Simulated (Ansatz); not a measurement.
```yaml
atoms:
  - { symbol: C, position_ang: [-0.7730, -0.7926, -0.7371] }
  - { symbol: C, position_ang: [-0.7768, -0.8129, 0.8257] }
  - { symbol: C, position_ang: [-0.7756, 0.8293, -0.7637] }
  - { symbol: C, position_ang: [-0.7785, 0.7358, 0.7910] }
  - { symbol: C, position_ang: [0.8034, -0.8274, -0.8040] }
  - { symbol: C, position_ang: [0.7453, -0.7547, 0.7843] }
  - { symbol: C, position_ang: [0.7909, 0.8275, -0.8107] }
  - { symbol: C, position_ang: [0.7611, 0.7412, 0.7877] }
  - { symbol: H, position_ang: [-1.4233, -1.3782, -1.4477] }
  - { symbol: H, position_ang: [-1.4614, -1.4145, 1.4311] }
  - { symbol: H, position_ang: [-1.4572, 1.4349, -1.4296] }
  - { symbol: H, position_ang: [-1.4139, 1.4633, 1.4042] }
  - { symbol: H, position_ang: [1.4402, -1.3911, -1.3784] }
  - { symbol: H, position_ang: [1.4250, -1.4622, 1.4240] }
  - { symbol: H, position_ang: [1.4202, 1.3654, -1.4226] }
  - { symbol: H, position_ang: [1.3664, 1.4004, 1.4175] }
```

RHF-MP2 on singlet C8H8 was run in several spherical basis sets with Ansatz (development build ahead of 0.2.0). Frozen core: 8 orbitals. Caution for RHF-MP2: no unrestricted run beside it, a lower state can exist.

Task: Rank the basis sets by the total energy that they give, lowest first, with the distance from the lowest.
A. cc-pVDZ
B. def2-SVP
C. 6-31G(d)

Result: A (0.00 eV), C (2.18 eV), B (6.96 eV).

Totals follow the description of the cores as much as that of the bonds, so this order isn't one of quality for chemistry.
